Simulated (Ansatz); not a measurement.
`F[SiH](Br)N[SiH3]`, charge 0, multiplicity 1.

Question: Give a relaxed structure at PBE0-D4/def2-TZVP (the Gaussian-basis code of Ansatz). (Best estimate.)

Answer: Ansatz gave: 
Cartesian coordinates in Å:
```
F -0.8983 -1.7585 1.6470
Si 0.3597 -1.0653 0.9618
Br 1.8877 -0.9067 2.5477
N 0.0087 0.4795 0.3603
Si -0.4548 0.9115 -1.2569
H 0.8125 -1.9524 -0.1207
H 0.0382 1.2315 1.0361
H -1.8257 1.4833 -1.2941
H 0.4821 1.9145 -1.8253
H -0.4103 -0.3373 -2.0560
```
This is one stationary point; other conformers may exist.
